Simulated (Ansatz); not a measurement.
Z-matrix (Å, degrees):
```
Si
Si 1 2.353
H 1 1.488 2 111.9
H 1 1.485 2 107.2 3 -120.5
H 1 1.486 2 108.5 3 121.3
Cl 2 2.079 1 109.3 3 59.1
O 2 1.646 1 107.7 3 -59.3
H 7 0.960 2 118.3 1 160.9
```

Total charge 0; spin multiplicity 2.

(1) List the CAM-B3LYP/def2-TZVPP orbital energies in eV (Ansatz 0.2.0). (An estimate is asked.)

Answers

(1) Computed: α occupied: -2764.35, -1802.44, -1801.11, -523.14, -259.13, -198.17, -198.05, -198.04, -146.83, -145.73, -102.21, -102.17, -102.10, -101.07, -101.03, -101.03, -30.21, -24.73, -18.11, -16.74, -14.58, -12.76, -12.45, -11.59, -11.53, -11.26, -10.79, -10.36, -7.08. α empty: 0.71, 0.96, 1.66, 2.22, 2.42, 2.71, 3.32, 4.76. β occupied: -2764.33, -1802.36, -1801.09, -523.06, -259.11, -198.14, -198.03, -198.01, -146.73, -145.70, -102.11, -102.04, -101.97, -101.02, -101.02, -101.01, -30.05, -24.61, -17.88, -16.63, -14.27, -12.48, -12.10, -11.55, -11.42, -11.01, -10.67, -10.05. β empty: -1.60, 0.89, 1.19, 1.79, 2.35, 2.50, 2.89, 3.44. ⟨S²⟩ = 0.754.
